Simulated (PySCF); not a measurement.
Isomers of C2HNO. All species are isolated molecules in the gas phase. Strings in code marks are SMILES.

All values below come from PySCF with TPSSh-D3(BJ)/def2-TZVP // CAM-B3LYP-D3(BJ)/def2-TZVP. Excitations are Tamm–Dancoff values on a coarser integration grid. The basis has no diffuse functions, so Rydberg states are missing or too high.

```tsv
species	T1 excitation (TDA) (eV)	dipole moment (D)	S1–T1 gap (TDA) (eV)
`N#CC=O`	3.19	2.40	0.70
`N=C=C=O`	0.44	1.85	0.68
`O=c1cn1`	2.77	3.53	0.64
```
